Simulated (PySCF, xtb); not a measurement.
C2H7FSn, SMILES [CH3][SnH]([F])[CH3].

Harmonic wavenumbers (cm⁻¹) from xtb 6.7.1 with GFN2-xTB at its own minimum, in rising order: 49, 56, 110, 126, 131, 386, 448, 474, 476, 510, 711, 735, 748, 760, 1240, 1243, 1427, 1429, 1432, 1435, 1514, 3024, 3029, 3042, 3044, 3048, 3051.

Question: What does PBE-D3(BJ)/def2-SVP in PySCF 2.14.0 give at its own minimum? (The exact figures need the calculation; the answer reports its results.)

Answer: 40, 45, 120, 147, 150, 474, 498, 521, 563, 591, 690, 735, 753, 761, 1157, 1162, 1376, 1380, 1382, 1387, 1832, 2991, 2991, 3103, 3103, 3113, 3113. Paired by order, the mean absolute difference is 54 cm⁻¹ and the zero-point energies are 48.1 and 48.9 kcal/mol.
